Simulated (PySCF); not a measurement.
C6H13Se, SMILES [C]([Se]C(C)C)(C)C, doublet at its GFN2-xTB optimised geometry (Å):

```
20

C      2.0107    -0.1543     1.0463
C      1.2466    -0.8954     0.0000
C      1.9240    -2.0741    -0.6176
Se    -0.6260    -0.8954     0.0000
C     -0.9869     1.0983     0.0000
C     -0.2985     1.7336    -1.1906
C     -2.4908     1.2976    -0.0148
H      2.9543     0.2056     0.6328
H      1.4544     0.6984     1.4283
H      2.2570    -0.8059     1.8914
H      1.2721    -2.5585    -1.3425
H      2.2218    -2.8158     0.1303
H      2.8349    -1.7508    -1.1259
H     -0.5685     1.4788     0.9363
H      0.7648     1.4992    -1.1875
H     -0.7304     1.3638    -2.1188
H     -0.4176     2.8158    -1.1589
H     -2.7268     2.3600     0.0291
H     -2.9205     0.8853    -0.9267
H     -2.9543     0.8040     0.8382
```

Calculation: unrestricted PBE0/def2-SVP (PySCF). Cells within 0.4 Å of a nucleus heavier than hydrogen are left out (blank, or x).

Map of the deformation density (molecule minus spherical neutral atoms) (e/bohr³) on the plane z = 0.0 Å:

```
|1111111111111111111111111111111|
|1111111111111111111111111111111|
|1111111111111111111111111111111|
|1111111111111111111111111111111|
|1111111111111111111111111111111|
|1111111111111111111111111111111|
|1111110001111111111111111111111|
|1111100111000001111111111111111|
|1111113841000000011111111111111|
|1111115961000000011111111111111|
|1111002752200110001111111111111|
|1111001xx675xx10001111111111111|
|1111012xx56xxx00001111111111111|
|1111112101222200000000011111111|
|1111111000013310000000111011111|
|1111110000012210000110011111111|
|1111111100001000111221000111111|
|1111111110001xx134xx30000111111|
|111111111101xxx144xx20000111111|
|1111111111123110222541000111111|
|1111111111112100001341000111111|
|1111111111111100000122100111111|
|1111111111111110000026521111111|
|1111111111111111100038821111111|
|1111111111111111111124311111111|
|1111111111111111111111111111111|
|1111111111111111111111111111111|
|1111111111111111111111111111111|
|1111111111111111111111111111111|
|1111111111111111111111111111111|
|1111111111111111111111111111111|
```
Scale: ten equal steps from -0.017 (start of '0') to 0.097 (end of '9'), in the order '0123456789'; x runs from -5.00 to 5.00, y from -5.00 (bottom) to 5.00 (top).
